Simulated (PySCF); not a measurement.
Several molecules and their computed UV-vis stick spectra, shuffled. Computed, not measured: PySCF, TDDFT B3LYP/def2-SVPD, vertical, gas phase, core orbitals frozen in the response. Geometries: PBE0-D3(BJ)/def2-SVP; one conformer of each isolated species. Triplets are in the Tamm–Dancoff approximation. Atoms past krypton carry core potentials; spin–orbit coupling is left out.

A. `N#CCC(=O)O`
B. `FC(F)[SiH]1CC=CC1`
C. `[H][In]([H])[O]C(C)C`
D. `C=C[Si]([SiH3])([SiH3])C1CC1`
E. `C=CC1[SiH2]C[SiH2]C[SiH2]1`

Lowest singlet levels (six at most, fewer where fewer were computed) with oscillator strengths:

1. 6.42 eV (f 0.005); 6.57 eV (f 0.041); 6.88 eV (f 0.067); 6.97 eV (f 0.001); 7.10 eV (f 0.005); 7.32 eV (f 0.009)
2. 5.87 eV (f 0.000); 7.32 eV (f 0.024); 7.53 eV (f 0.000); 7.63 eV (f 0.017); 7.71 eV (f 0.039); 7.77 eV (f 0.002); T1 5.40 eV
3. 5.52 eV (f 0.050); 5.95 eV (f 0.032); 6.19 eV (f 0.110); 6.28 eV (f 0.117); 6.38 eV (f 0.057); 6.59 eV (f 0.025); T1 4.14 eV
4. 6.00 eV (f 0.245); 6.04 eV (f 0.021); 6.31 eV (f 0.000); 6.66 eV (f 0.015); 6.80 eV (f 0.004); 6.87 eV (f 0.006); T1 4.11 eV
5. 4.30 eV (f 0.002); 4.61 eV (f 0.035); 5.46 eV (f 0.010); 5.58 eV (f 0.002); 5.81 eV (f 0.108); 6.44 eV (f 0.021); T1 4.02 eV

Question: Which spectrum belongs to which structure?

Answer: 1 = B, 2 = A, 3 = D, 4 = E, 5 = C.
- A: S1 at 5.87 eV, HOMO→LUMO (95%); S1 has the pattern of n→π* at C=O; HOMO -8.71 and LUMO -1.05 eV.
- B: S1 at 6.42 eV, HOMO→LUMO+1 (99%); Löwdin shares by element: HOMO carbon 80% or more (atoms not listed hold the other 20%); LUMO carbon 78% or more (atoms not listed hold the other 22%); HOMO -7.15 and LUMO -0.16 eV; point group Cs.
- C: S1 at 4.30 eV, HOMO-1→LUMO (54%), HOMO→LUMO (46%); Löwdin shares by element: HOMO (one of a set within 0.03 eV) oxygen 59%, carbon 22% or more, indium 7%; LUMO indium 68%, hydrogen 17% or more, oxygen 10%; HOMO -7.13 and LUMO -1.81 eV.
- D: S1 at 5.52 eV, HOMO→LUMO (83%), HOMO-1→LUMO (14%); Löwdin shares by element: HOMO silicon 50%, carbon 12% or more (atoms not listed hold the other 38%); LUMO carbon 62% or more, silicon 17% or more (atoms not listed hold the other 21%); HOMO -7.12 and LUMO -0.87 eV.
- E: S1 at 6.00 eV, HOMO→LUMO (90%); Löwdin shares by element: HOMO carbon 73% or more, silicon 6% or more (atoms not listed hold the other 21%); LUMO carbon 56% or more, silicon 6% or more (atoms not listed hold the other 38%); HOMO -6.80 and LUMO -0.43 eV.
A and E have S1 within 0.13 eV of each other; their strongest listed levels stand at 7.71 eV (f 0.039) and 6.00 eV (f 0.245).
